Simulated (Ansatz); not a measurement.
The cluster CuI₂⁻. The state is a triplet with charge -1. Geometry r2SCAN-D4/def2-TZVPD; atoms count from 1.

Cartesian coordinates in Å:
```
Cu 0.743 0.461 -0.748
I -1.207 1.477 0.597
I 0.464 -1.937 0.151
```

In the def2 sets I takes a core potential; there is no spin–orbit coupling. At PBE0-D4/def2-TZVPD a singlet of charge -1 lies 3.15 eV below the triplet, each at its own geometry. The structure comes from a short search, and lower isomers may exist.

Question: Estimate the Mulliken populations from the PBE0/def2-TZVPD orbitals of Ansatz.

Answer: 
```json
{"atom": "Cu1", "charge (e)": "-0.39", "spin (α − β)": "1.41", "d electrons": "9.57"}
{"atom": "I2", "charge (e)": "-0.30", "spin (α − β)": "0.30", "d electrons": "–"}
{"atom": "I3", "charge (e)": "-0.30", "spin (α − β)": "0.30", "d electrons": "–"}
```
Mulliken values and Mayer orders depend strongly on the basis. With diffuse functions, as here, like atoms can get unlike values, and bond orders can come out too low or too high.

Question: Where does the spin sit?

Answer: Summed by element: Cu 1.41, I 0.59, of 2 unpaired in all. Largest on single atoms: Cu1 1.41, I3 0.30, I2 0.30.

Question: And the Mayer bond orders between bonded heavy atoms (over 0.3)?

Answer: Cu1–I2 0.79 (2.58 Å); Cu1–I3 0.79 (2.58 Å).
